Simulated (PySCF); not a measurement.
Compound: C6H10NOP.
Numbering: `[CH:1]#[C:2][P@:3]([CH3:4])(=[NH:5])[CH2:6][C:7]([CH3:8])=[O:9]` (hydrogens: H10 on C1; H11, H12, H13 on C4; H14 on N5; H15, H16 on C6; H17, H18, H19 on C8)

The same species was optimised twice, with GFN2-xTB and with PBE0-D3(BJ)/def2-SVP (PySCF), and the same property calculations (PySCF, gas phase) were run on both structures.

```json
{"coordinate": "P3–C4 (Å)", "GFN2-xTB": "1.837", "PBE0-D3(BJ)/def2-SVP": "1.818", "change": "-0.019"}
{"coordinate": "C6–C7 (Å)", "GFN2-xTB": "1.508", "PBE0-D3(BJ)/def2-SVP": "1.522", "change": "+0.014"}
{"coordinate": "C1≡C2 (Å)", "GFN2-xTB": "1.203", "PBE0-D3(BJ)/def2-SVP": "1.215", "change": "+0.012"}
{"coordinate": "P3=N5 (Å)", "GFN2-xTB": "1.557", "PBE0-D3(BJ)/def2-SVP": "1.568", "change": "+0.011"}
{"coordinate": "P3–C6 (Å)", "GFN2-xTB": "1.832", "PBE0-D3(BJ)/def2-SVP": "1.823", "change": "-0.009"}
{"coordinate": "C2–P3 (Å)", "GFN2-xTB": "1.787", "PBE0-D3(BJ)/def2-SVP": "1.791", "change": "+0.004"}
{"coordinate": "C7–C8 (Å)", "GFN2-xTB": "1.495", "PBE0-D3(BJ)/def2-SVP": "1.498", "change": "+0.003"}
{"coordinate": "C7=O9 (Å)", "GFN2-xTB": "1.207", "PBE0-D3(BJ)/def2-SVP": "1.209", "change": "+0.002"}
{"coordinate": "P3–C6–C7 (°)", "GFN2-xTB": "104.3", "PBE0-D3(BJ)/def2-SVP": "108.9", "change": "+4.6"}
{"coordinate": "C1–C2–P3 (°)", "GFN2-xTB": "170.3", "PBE0-D3(BJ)/def2-SVP": "174.8", "change": "+4.5"}
{"coordinate": "C6–C7–C8 (°)", "GFN2-xTB": "114.4", "PBE0-D3(BJ)/def2-SVP": "115.9", "change": "+1.5"}
{"coordinate": "C6–C7–O9 (°)", "GFN2-xTB": "121.3", "PBE0-D3(BJ)/def2-SVP": "120.1", "change": "-1.2"}
{"coordinate": "C4–P3–N5 (°)", "GFN2-xTB": "120.9", "PBE0-D3(BJ)/def2-SVP": "119.7", "change": "-1.2"}
{"coordinate": "C2–P3–C6 (°)", "GFN2-xTB": "102.1", "PBE0-D3(BJ)/def2-SVP": "103.1", "change": "+1.0"}
{"coordinate": "C2–P3–C4 (°)", "GFN2-xTB": "100.9", "PBE0-D3(BJ)/def2-SVP": "101.7", "change": "+0.8"}
{"coordinate": "C2–P3–N5 (°)", "GFN2-xTB": "118.5", "PBE0-D3(BJ)/def2-SVP": "118.0", "change": "-0.5"}
{"coordinate": "C2–P3–C6–C7 (°)", "GFN2-xTB": "-175", "PBE0-D3(BJ)/def2-SVP": "-178", "change": "-3"}
{"coordinate": "P3–C6–C7–C8 (°)", "GFN2-xTB": "-93", "PBE0-D3(BJ)/def2-SVP": "-91", "change": "+2"}
```

Rotational constants: A = 2479, B = 912.4, C = 857.1 MHz (GFN2-xTB) against A = 2445, B = 878.6, C = 834.8 MHz (PBE0-D3(BJ)/def2-SVP). Point groups within 0.08 Å: C1 and C1.

On the GFN2-xTB structure: HOMO (eV) -6.88 [PBE0/pcSseg-1]; LUMO (eV) -0.77 [PBE0/pcSseg-1]; dipole (D) 3.07 [PBE0/pcSseg-1]; GIAO shielding of C1 (ppm) 89.1 [PBE0/pcSseg-1]; GIAO shielding of C2 (ppm) 98.7 [PBE0/pcSseg-1]; GIAO shielding of P3 (ppm) 353.0 [PBE0/pcSseg-1]; GIAO shielding of C4 (ppm) 163.7 [PBE0/pcSseg-1]; GIAO shielding of N5 (ppm) 208.7 [PBE0/pcSseg-1]; GIAO shielding of C6 (ppm) 136.7 [PBE0/pcSseg-1]; GIAO shielding of C7 (ppm) -22.0 [PBE0/pcSseg-1]; GIAO shielding of C8 (ppm) 148.3 [PBE0/pcSseg-1].

Task: What do these properties become on the PBE0-D3(BJ)/def2-SVP structure?

Result: 
| property | level | on GFN2-xTB | on PBE0-D3(BJ)/def2-SVP | change |
| --- | --- | --- | --- | --- |
| HOMO (eV) | PBE0/pcSseg-1 | -6.88 | -6.76 | +0.12 |
| LUMO (eV) | PBE0/pcSseg-1 | -0.77 | -0.85 | -0.08 |
| dipole (D) | PBE0/pcSseg-1 | 3.07 | 3.13 | +0.06 |
| energy, GFN2-xTB geometry as zero (kcal/mol) | PBE0/pcSseg-1 | 0.0 | -1.5 | -1.5 |
| GIAO shielding of C1 (ppm) | PBE0/pcSseg-1 | 89.1 | 88.6 | -0.5 |
| GIAO shielding of C2 (ppm) | PBE0/pcSseg-1 | 98.7 | 99.1 | +0.4 |
| GIAO shielding of P3 (ppm) | PBE0/pcSseg-1 | 353.0 | 348.5 | -4.5 |
| GIAO shielding of C4 (ppm) | PBE0/pcSseg-1 | 163.7 | 162.6 | -1.1 |
| GIAO shielding of N5 (ppm) | PBE0/pcSseg-1 | 208.7 | 208.0 | -0.7 |
| GIAO shielding of C6 (ppm) | PBE0/pcSseg-1 | 136.7 | 137.1 | +0.4 |
| GIAO shielding of C7 (ppm) | PBE0/pcSseg-1 | -22.0 | -22.2 | -0.2 |
| GIAO shielding of C8 (ppm) | PBE0/pcSseg-1 | 148.3 | 147.1 | -1.2 |

The heavy atoms differ by 0.062 Å rms after alignment. Among bonds between heavy atoms P3–C4 changes most (-0.019 Å). Changes are differences of the printed values. Neither structure is proved a minimum here.

Conformer computed: `[CH:1]#[C:2][P@:3]([CH3:4])(=[NH:5])[CH2:6][C:7]([CH3:8])=[O:9]`: C2–P3–C6–C7 -178°, P3–C6–C7–C8 -91°.
